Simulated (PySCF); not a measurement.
C3H10AsB: core ionisation energies

Species: C3H10AsB.
Z-matrix (Å and degrees, PBE0-D3(BJ)/def2-SVP geometry), rows numbered from 1:
```
B 
As  1  1.9653
C   2  1.9906  1  106.91
C   3  1.5208  2  109.58  1   164.77
C   3  1.5210  2  108.89  1   -71.82
H   1  1.2074  2  119.20  3  -149.81
H   1  1.2084  2  120.02  3    39.92
H   2  1.5166  1  101.77  3   105.67
H   3  1.1010  2  107.20  1    46.26
H   4  1.1008  3  112.06  2   -60.02
H   4  1.1029  3  110.38  2  -179.87
H   4  1.1021  3  111.25  2    60.71
H   5  1.1020  3  111.22  2   -62.62
H   5  1.1006  3  112.07  2    58.20
H   5  1.1027  3  110.32  2   178.02
```

The calculation used delta-SCF UKS SCAN, pcX-2 on the ionised atom, pcseg-1 elsewhere, spin-free X2C in PySCF. Each binding energy is the total energy of the core-ionised species, with the hole localised on one atom, minus that of the ground state; both are solved self-consistently, so orbital relaxation is included.

**Question.** Give the core binding energies atom by atom.

**Answer.** 
| atom(s) | environment | level | binding energy (eV) | above the level's lowest (eV) | count |
| --- | --- | --- | --- | --- | --- |
| C4/C5 | methyl carbon | C 1s | 290.65 | +0.06 | 2 |
| C3 | sp3 CH carbon | C 1s | 290.59 | 0.00 | 1 |

The 2 C 1s values lie within 0.06 eV of each other; Gaussian lines of 0.5 eV full width would blend them into one maximum.

**Question.** Give the binding energy of C 1s of C4/C5 in hartree and in kJ/mol.

**Answer.** 290.65 eV = 10.6812 Eh = 28043 kJ/mol.

**Question.** What is the longest wavelength that can ionise C 1s of C4/C5 vertically?

**Answer.** λ = hc/E = 12398.42 eV Å / 290.65 eV = 42.658 Å.

One atom of each set of topologically equivalent atoms was ionised and stands for the set; in this conformer not all members are related by symmetry, and their own values weren't computed. Not every level is listed. No level of arsenic or boron is listed. Isolated species at its PBE0-D3(BJ)/def2-SVP geometry (one conformer only).
